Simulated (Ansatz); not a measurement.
`CCCCCCCCCCCC[SeH]`, relaxed as a singlet with RKS PBE-D4/def2-SVP in Ansatz, starting from the GFN2-xTB geometry. Force threshold 0.03 eV/Å.

Start:

```xyz
39

C     6.7137   -0.7316   -0.1344
C     5.4748   -1.1548    0.6448
C     4.2266   -0.4081    0.1804
C     2.9826   -0.8297    0.9583
C     1.7347   -0.0774    0.5012
C     0.4975   -0.5023    1.2901
C    -0.7578    0.3021    0.9467
C    -1.2943    0.0111   -0.4538
C    -2.5763    0.7795   -0.7836
C    -3.7970    0.2501   -0.0331
C    -5.0768    1.0361   -0.3244
C    -5.5662    0.8265   -1.7463
Se   -7.2847    1.7306   -2.1016
H     6.5843   -0.9314   -1.1959
H     6.8969    0.3331   -0.0073
H     7.5899   -1.2743    0.2130
H     5.3189   -2.2292    0.5234
H     5.6345   -0.9631    1.7083
H     4.0692   -0.5967   -0.8844
H     4.3825    0.6664    0.3047
H     2.8236   -1.9032    0.8303
H     3.1451   -0.6468    2.0234
H     1.8932    0.9958    0.6333
H     1.5802   -0.2618   -0.5635
H     0.3030   -1.5637    1.1178
H     0.7085   -0.3776    2.3555
H    -0.5355    1.3685    1.0322
H    -1.5263    0.0635    1.6846
H    -1.4835   -1.0607   -0.5532
H    -0.5327    0.2823   -1.1868
H    -2.7555    0.7015   -1.8579
H    -2.4359    1.8366   -0.5453
H    -3.6088    0.3011    1.0403
H    -3.9546   -0.7995   -0.2942
H    -5.8564    0.7075    0.3694
H    -4.9039    2.1000   -0.1477
H    -5.7075   -0.2331   -1.9671
H    -4.8809    1.2535   -2.4796
H    -8.0253    0.9991   -1.0977
```

(1) Estimate the energy that the relaxation releases and the steps that it takes.

(2) Does the start keep its bonding?

(3) Predict the relaxed structure.

Results:

(1) 0.26 eV, in 5 steps; 10 s on 2 threads of AMD EPYC 7R13 on a shared host and a share (18 GiB) of an NVIDIA H100 80GB HBM3. No frequencies were taken in this run, so the end may be a saddle point.

(2) By distances, no bond broke or formed. The bond that changes most is Se13–H39, from 1.45 to 1.49 Å (atoms count from 1).

(3) 
Cartesian coordinates in Å:
```
C 6.790 -0.748 -0.149
C 5.539 -1.160 0.629
C 4.271 -0.421 0.188
C 3.016 -0.825 0.964
C 1.748 -0.084 0.531
C 0.501 -0.492 1.322
C -0.779 0.277 0.967
C -1.298 0.033 -0.456
C -2.605 0.766 -0.795
C -3.833 0.267 -0.023
C -5.137 1.023 -0.327
C -5.640 0.835 -1.758
Se -7.314 1.805 -2.167
H 6.672 -0.943 -1.235
H 6.998 0.337 -0.032
H 7.689 -1.299 0.194
H 5.376 -2.256 0.524
H 5.700 -0.987 1.717
H 4.104 -0.594 -0.900
H 4.431 0.677 0.292
H 2.854 -1.922 0.857
H 3.186 -0.656 2.052
H 1.907 1.014 0.639
H 1.584 -0.255 -0.557
H 0.322 -1.583 1.186
H 0.711 -0.359 2.407
H -0.604 1.369 1.107
H -1.567 0.004 1.701
H -1.441 -1.061 -0.609
H -0.521 0.339 -1.189
H -2.790 0.670 -1.887
H -2.475 1.856 -0.607
H -3.641 0.342 1.069
H -3.978 -0.819 -0.228
H -5.927 0.681 0.377
H -5.002 2.108 -0.128
H -5.791 -0.236 -2.001
H -4.925 1.241 -2.502
H -8.129 1.057 -1.175
```
Bond lengths: 11 × C–C 1.53 to 1.54 Å; 1 × C–Se 1.98 Å; 25 × C–H 1.11 Å; 1 × H–Se 1.49 Å.
